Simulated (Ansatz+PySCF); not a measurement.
singlet BeH2: levels of theory in one basis

```xyz
3

H     0.0000    0.0000   -2.6782
Be    0.0000    0.0000    0.0000
H     0.0000    0.0000    2.6782
```

Basis set: cc-pVDZ (spherical functions). All electrons are correlated. Charge 0, multiplicity 1.

Computed with Ansatz (development build ahead of 0.2.0); each method stands on the lowest determinant of its kind that the runs found. NEVPT2 correlates all electrons. Active spaces start from the frontier orbitals, and the lowest solution found is given.

| method | E − E(RHF) (eV) | <S²> of the determinant |
| --- | --- | --- |
| RHF | 0.00 | 0.00 |
| UHF | -2.43 | 1.23 |
| RHF-MP2 | -1.98 | – |
| UHF-MP2 | -2.97 | 1.23 |
| RHF-CCSD | -3.53 | – |
| RHF-CCSD(T) | -3.75 | – |
| UHF-CCSD(T) | -3.60 | 1.23 |
| RHF-CCSDT(Q) | -3.74 | – |
| UHF-CCSDT(Q) | -3.71 | 1.23 |
| full CI (lowest root of this spin) | -3.74 | – |
| CASSCF(4,6) | -3.53 | – |
| CASSCF(2,2) | -2.14 | – |
| SC-NEVPT2(4,6) | -3.68 | – |

(1) What does SC-NEVPT2(2,2) give on the same scale?

(2) Is a single determinant a sound starting point here?

Answers

(1) -3.02 eV. NEVPT2 here correlates all electrons, so it doesn't share the others' frozen core.

At such a shape the full CI root can have another spatial symmetry than the determinants, so the rows needn't describe one state.

(2) It is doubtful. Unrestricted orbitals lower Hartree–Fock by 2.43 eV and <S²> is 1.23 where a pure state has 0.00, a sign of strong static correlation. The CASSCF(4,6) natural occupations are 1.82, 1.33, 0.65, 0.10, 0.05, 0.05. The CASSCF(2,2) natural occupations are 1.24, 0.76.

Caution for RHF, RHF-MP2, RHF-CCSD, RHF-CCSD(T), RHF-CCSDT(Q): an unrestricted determinant lies well below. Caution for UHF, UHF-MP2, UHF-CCSD(T), UHF-CCSDT(Q): the unrestricted determinant is a mixture of spin states; the determinant breaks the point group. Caution for RHF-MP2, RHF-CCSD, RHF-CCSD(T), RHF-CCSDT(Q): large amplitudes, a single reference is doubtful. Caution for UHF-MP2, UHF-CCSD(T), UHF-CCSDT(Q): bonds are stretched, where a single reference can fail. Caution for RHF-CCSD(T), RHF-CCSDT(Q): the amplitudes may be one of several solutions. Caution for UHF-CCSD(T): the program doubts this total; another reference gives a lower total.
